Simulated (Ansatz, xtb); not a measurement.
# Ligand exchange: GeH3Br + SiH3F → SiH3(GeH3) + BrF

Gas-phase species: GeH3Br `[GeH3][Br]`, singlet; SiH3F `F[SiH3]`, singlet; SiH3(GeH3), singlet; BrF (bromine fluoride), singlet. The partners trade Br for SiH3: Ge–Br and F–SiH3 bonds give way to Ge–SiH3 and F–Br.

Shapes, held fixed at every level: PBE0-D4/def2-TZVP. Programs: Ansatz 0.2.0, xtb 6.7.1. The zero-point and thermal change to 298 K, harmonic and unscaled (PBE0-D4/def2-TZVP), is -4.3 kJ/mol.

```tsv
level	kind	ΔH(298 K) (kJ/mol)	less CCSD(T)/def2-TZVPP
GFN2-xTB	semi-empirical	+437.7	+9.6
SPW92/def2-TZVPP	LDA	+392.7	-35.4
PBE-D4/def2-TZVPP	GGA	+384.9	-43.2
B3LYP/6-31G* (Cartesian functions)	global hybrid	+408.5	-19.6
B3LYP-D4/def2-TZVPP	global hybrid	+412.4	-15.7
MP2/def2-TZVPP	perturbation theory	+452.0	+23.9
CCSD/def2-SVP	coupled cluster or CI	+426.3	-1.8
CCSD(T)/def2-TZVPP	coupled cluster or CI	+428.1	0.0
```

The highest level, CCSD(T)/def2-TZVPP, gives ΔH(298 K) = +428.1 kJ/mol; the levels span +384.9 to +452.0. The column of differences is taken from that level and isn't an error. No measured value is set beside it here. Relativity is left out for Br, Ge. Outer-core shells of Br, Ge are correlated, in sets that cover them unevenly.
